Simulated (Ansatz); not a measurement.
Geometry optimisation, RKS r2SCAN/def2-SVP in Ansatz.

input.yaml

```yaml
crystal:
  periodic: [false, false, false]
  atoms:
    - { symbol: B, position_ang: [-1.4802, 1.5197, -0.199] }
    - { symbol: Ge, position_ang: [-0.8725, -0.3414, -0.104] }
    - { symbol: B, position_ang: [0.917, -0.3604, 0.761] }
    - { symbol: "N", position_ang: [2.232, -0.8852, 0.0183] }
    - { symbol: H, position_ang: [-1.756, 2.0439, -1.2798] }
    - { symbol: H, position_ang: [-1.6734, 2.2111, 0.7759] }
    - { symbol: H, position_ang: [-0.7308, -0.9261, -1.5283] }
    - { symbol: H, position_ang: [-0.80829, 0.63785, 0.17487] }
    - { symbol: H, position_ang: [1.0796, 0.0663, 1.9168] }
    - { symbol: H, position_ang: [1.9392, -1.8772, -0.2317] }
    - { symbol: H, position_ang: [2.2314, -0.3387, -0.8368] }
basis:
  gaussian: { orbitals: def2-SVP }
hamiltonian:
  xc: r2scan
relax:
  f_tol: 0.02
  max_steps: 50
```

Run as:

```bash
$ ansatz run input.yaml --threads 2 --pin off --max-ram 3072MiB --backend cpu --events-out ev --progress --plain --runs-dir out
```

**Question.** Where does it end, and by what steps?

**Answer.** The run converged. After 26 steps the energy has fallen by 9.418 eV; H11 moved furthest, 2.04 Å. The start is strongly strained (largest force component 31 eV/Å).

| step | energy less start (eV) | largest force component (eV/Å) | accepted |
| --- | --- | --- | --- |
| 0 | 0.0000 | 31.033 | yes |
| 1 | -4.9812 | 10.195 | yes |
| 2 | -6.7768 | 3.193 | yes |
| 3 | -7.4073 | 0.943 | yes |
| 4 | -7.7137 | 0.970 | yes |
| 5 | -7.9916 | 1.491 | yes |
| 6 | -8.2247 | 1.955 | yes |
| 7 | -8.4834 | 1.830 | yes |
| 8 | -8.7501 | 1.398 | yes |
| 9 | -8.9732 | 0.989 | yes |
| 10 | -9.1594 | 0.736 | yes |
| 11 | -9.2693 | 0.597 | yes |
| 12 | -9.3507 | 0.389 | yes |
| 13 | -9.3822 | 0.193 | yes |
| 14 | -9.3935 | 0.393 | yes |
| 15 | -9.3989 | 0.175 | yes |
| 16 | -9.4054 | 0.126 | yes |
| 17 | -9.4063 | 0.285 | yes |
| 18 | -9.4108 | 0.111 | yes |
| 19 | -9.4131 | 0.085 | yes |
| 20 | -9.4146 | 0.131 | yes |
| 21 | -9.4162 | 0.101 | yes |
| 22 | -9.4168 | 0.106 | yes |
| 23 | -9.4175 | 0.086 | yes |
| 24 | -9.4182 | 0.044 | yes |
| 25 | -9.4183 | 0.026 | yes |
| 26 | -9.4184 | 0.011 | yes |

```xyz
11
Properties=species:S:1:pos:R:3
B -1.913 1.418 -0.024
Ge -0.591 0.016 -0.444
B 1.236 -0.212 0.487
N 2.034 -1.319 0.221
H -2.843 1.590 -0.772
H -1.841 1.941 1.060
H -0.574 -0.499 -1.910
H -0.756 1.752 -0.702
H 1.598 0.583 1.322
H 1.817 -2.028 -0.471
H 2.911 -1.491 0.702
```

Whether the end is a true minimum wasn't checked by a vibrational analysis.

Run time: 69 s on 2 threads of Intel(R) Xeon(R) CPU @ 2.80GHz (Skylake/Cascade Lake), with other jobs on the host, peak memory 0.19 GiB.
